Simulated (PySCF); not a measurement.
```xyz
3
charge 1 multiplicity 3, angstrom
Au    0.0058    0.0000    0.0000
H    -0.3679    1.6337    0.0000
H    -0.3679   -1.6337    0.0000
```

Computed with UPBE/[Au def2-TZVP with ECP60, H def2-TZVP], scalar-relativistic core potentials, density fitting, no spin–orbit coupling, PySCF.

This geometry of AuH₂⁺ is a stationary point at this level.

**Question.** What is the point group?

**Answer.** C2v.

**Question.** Is it a minimum?

**Answer.** Yes: all harmonic wavenumbers are real.

**Question.** Which band is strongest in the infrared?

**Answer.** 1221 cm⁻¹ (b2), 458 km/mol.

**Question.** What are the dipole moment and the gap between the highest occupied and lowest empty levels of either spin?

**Answer.** 0.25 D about the centre of mass and 0.39 eV.

**Question.** Give the atomic charges and bond orders.

**Answer.** 
```csv
atom,Mulliken,Löwdin,polar tensor,spin (Mulliken),Mayer order to Au1
Au1,0.72,0.77,0.58,0.94,–
"H2,3",0.14,0.12,0.21,0.53,0.62
```

Other isomers or separated fragments may lie lower. With open d or f shells other occupations or spin states may lie lower. Spin–orbit coupling, left out here, can matter for elements this heavy.
